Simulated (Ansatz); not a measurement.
Relaxation of F4HSi (6 atoms, charge 0, multiplicity 2), to a largest force component of 0.03 eV/Å in at most 50 steps.

These are results of Ansatz 0.2.0, UKS PBE0-D4/6-31G*, not measurements.

```xyz
6
Properties=species:S:1:pos:R:3
Si 0.040 0.000 -0.060
F 0.214 0.000 1.512
F 1.460 0.000 -0.741
F -0.755 1.286 -0.501
F -0.755 -1.286 -0.501
H -0.201 0.000 3.602
```

Task: Where does it end, and by what steps?

Result: The forces met the threshold. The force dipped under the threshold on the way, but the program's further checks kept it going. After 27 steps the energy has fallen by 0.107 eV; F2 moved furthest, 1.23 Å.

```tsv
step	energy less start (eV)	largest force component (eV/Å)	accepted
0	0.0000	0.549	yes
1	-0.0376	0.368	yes
2	-0.0740	0.093	yes
3	-0.0882	0.325	yes
4	-0.0917	0.256	yes
5	-0.0934	0.074	yes
6	-0.0939	0.046	yes
7	-0.0941	0.007	yes
8	-0.0944	0.047	yes
9	-0.0945	0.062	yes
10	-0.0947	0.061	yes
11	-0.0948	0.196	yes
12	-0.0955	0.086	yes
13	-0.0962	0.039	yes
14	-0.0966	0.248	yes
15	-0.0983	0.082	yes
16	-0.0987	0.040	yes
17	-0.1002	0.049	yes
18	-0.1004	0.257	yes
19	-0.1028	0.069	yes
20	-0.1036	0.023	yes
21	-0.1046	0.128	yes
22	-0.1056	0.071	yes
23	-0.1063	0.051	yes
24	-0.1066	0.052	yes
25	-0.1068	0.052	yes
26	-0.1068	0.053	yes
27	-0.1069	0.001	yes
```

```xyz
6
Properties=species:S:1:pos:R:3
Si 0.227 0.000 0.003
F 1.371 0.000 1.085
F 0.868 0.000 -1.436
F -0.664 1.286 0.177
F -0.664 -1.286 0.177
H -1.135 0.000 3.305
```

Whether the end is a true minimum wasn't checked by a vibrational analysis.

Run time: 64 s on 2 threads of Arm Neoverse V2, with other jobs on the host, peak memory 0.21 GiB.
